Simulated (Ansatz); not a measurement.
Input for Ansatz (a program for electronic structure): R-CCSD(T)/cc-pVQZ on GeH2O (SMILES [OH][GeH]), a point of a torsion scan. The run froze 15 orbitals, filled d shells among them.

Ansatz 0.2 input:
```yaml
crystal:
  periodic: [false, false, false]
  atoms:
    - {symbol: O, position_ang: [-0.85189253, 0.23110758, 0.17917465]}
    - {symbol: Ge, position_ang: [0.83341135, 0.62348773, -0.12323905]}
    - {symbol: H, position_ang: [-1.48463762, -0.39440090, -0.15462397]}
    - {symbol: H, position_ang: [0.55198203, 2.23067905, -0.58893607]}
basis:
  gaussian:
    orbitals: cc-pVQZ
magnetization: {spin_polarized: false}
correlation: {method: ccsd_t, electrons: outside_noble_gas}
scf: {lower_state_search: off}
```

**Question.** Give the final energy of this run.

**Answer.** -2151.8540 hartree (reference determinant -2151.4562, T1 diagnostic 0.016).

**Question.** How many basis functions does it have, and what does it roughly cost on one machine?

**Answer.** 183 functions; around 24 core-seconds (rough).
